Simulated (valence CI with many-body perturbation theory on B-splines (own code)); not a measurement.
**From CI to CI+MBPT in Lu65+**

Calculated by relativistic CI+MBPT: four valence electrons over a frozen Dirac-Fock core [He], a basis of 11 s, 11 p, 9 d, 7 f, 5 g, 2 h, 1 i functions for each j, with the one-electron correlation potential Σ1, the two-electron term Σ2, the three-electron term Σ3, Breit, model QED; selected CI, second order for the rest (own B-spline code, finite nucleus).

The last digits are not significant, and no measured levels were compared; by estimate large intervals hold to a few tenths of a per cent, small ones and those within an open d or f shell to about a per cent. Among the levels kept, up to 290 cm⁻¹ of a level comes from second order outside the variational space, and about a tenth of that is noise between levels of different J, which matters for small intervals.

Each rung adds one term. CI alone is the Dirac-Coulomb CI over the frozen core; QED comes last and gives the full result, which names the levels. Energies are above (2s^2 2p1/2^2) J=0 on the same rung, in Ry.

Levels are named by their leading jj configuration (3d3/2^4 stands for four electrons in 3d with j = 3/2), which in mixed levels can hold well under half, so a name can repeat and another be missing. Letters in brackets count levels of one name in rising energy.

```tsv
Level	CI alone	+ Σ1	+ Σ2	+ Σ3	+ Breit	Full
(2s^2 2p1/2 2p3/2) J=1	86.81	86.82	86.82	86.82	85.51	85.64
(2s^2 2p1/2 2p3/2) J=2	88.67	88.68	88.68	88.68	86.84	86.97
(2s 2p1/2^2 2p3/2) J=2	107.95	107.94	107.92	107.92	107.42	106.39
(2s 2p1/2^2 2p3/2) J=1	113.92	113.91	113.88	113.87	113.57	112.53
(2s^2 2p3/2^2) J=2	176.75	176.78	176.78	176.77	173.97	174.20
(2s^2 2p3/2^2) J=0	180.53	180.56	180.57	180.56	178.34	178.56
(2s 2p1/2 2p3/2^2) J=2 [a]	192.58	192.58	192.57	192.57	190.94	190.02
(2s 2p1/2 2p3/2^2) J=3	196.60	196.60	196.58	196.58	194.14	193.22
(2s 2p1/2 2p3/2^2) J=0	199.65	199.65	199.64	199.63	198.43	197.52
(2s 2p1/2 2p3/2^2) J=1 [a]	201.61	201.62	201.58	201.57	200.02	199.10
(2s 2p1/2 2p3/2^2) J=2 [b]	202.82	202.83	202.80	202.79	200.72	199.80
(2s 2p1/2 2p3/2^2) J=1 [b]	202.54	202.55	202.53	202.52	201.02	200.10
(2p1/2^2 2p3/2^2) J=2	224.60	224.58	224.53	224.51	223.83	221.77
(2p1/2^2 2p3/2^2) J=0	228.57	228.55	228.51	228.49	228.40	226.35
(2s 2p3/2^3) J=2	286.56	286.58	286.56	286.56	283.66	282.87
(2s 2p3/2^3) J=1	292.41	292.43	292.41	292.39	289.67	288.87
(2p1/2 2p3/2^3) J=1	312.13	312.13	312.08	312.07	310.45	308.50
(2p1/2 2p3/2^3) J=2	314.00	313.99	313.95	313.94	311.80	309.84
(2p3/2^4) J=0	403.61	403.62	403.59	403.57	400.86	399.02
```

Question: How does the ionisation energy move along the ladder, and which term matters most?

Answer: CI alone 16766, + Σ1 16767, + Σ2 16767, + Σ3 16767, + Breit 16732, + QED 16732 eV. The largest step is Breit, -34 eV. NIST lists 16730 ± 30 eV (theoretical).
